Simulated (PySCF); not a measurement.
C2H11NSi2, SMILES C[SiH2]N[SiH2]C. Coordinates come from a PBE-D3(BJ)/def2-SVP optimisation. The values are those of a single conformer.

Task: Give the equilibrium geometry at PBE-D3(BJ)/def2-SVP (PySCF confirms it by a frequency run) as bond lengths and angles, and its point group. (The exact figures need the calculation; the answer reports its results.)

Result: One answer among several that fit: point group Cs.
Atoms: Si1 C2 N3 Si4 C5 H6 H7 H8 H9 H10 H11 H12 H13 H14 H15 H16. Bonds (Å): Si1–C2 1.890, Si1–N3 1.757, Si1–H6 1.505, Si1–H7 1.509, C2–H8 1.110, C2–H9 1.109, C2–H10 1.109, N3–Si4 1.757, N3–H11 1.025, Si4–C5 1.890, Si4–H12 1.509, Si4–H13 1.505, C5–H14 1.110, C5–H15 1.109, C5–H16 1.109. Bond angles (°): C2–Si1–N3 113.9, C2–Si1–H6 109.3, C2–Si1–H7 108.5, N3–Si1–H6 106.7, N3–Si1–H7 108.7, H6–Si1–H7 109.7, Si1–C2–H8 110.8, Si1–C2–H9 111.2, Si1–C2–H10 110.8, H8–C2–H9 107.9, H8–C2–H10 108.1, H9–C2–H10 107.9, Si1–N3–Si4 128.5, Si1–N3–H11 115.4, Si4–N3–H11 115.4, N3–Si4–C5 113.9, N3–Si4–H12 108.7, N3–Si4–H13 106.7, C5–Si4–H12 108.5, C5–Si4–H13 109.3, H12–Si4–H13 109.7, Si4–C5–H14 110.8, Si4–C5–H15 110.8, Si4–C5–H16 111.2, H14–C5–H15 108.1, H14–C5–H16 107.9, H15–C5–H16 107.9.
Charge 0, spin multiplicity 1.
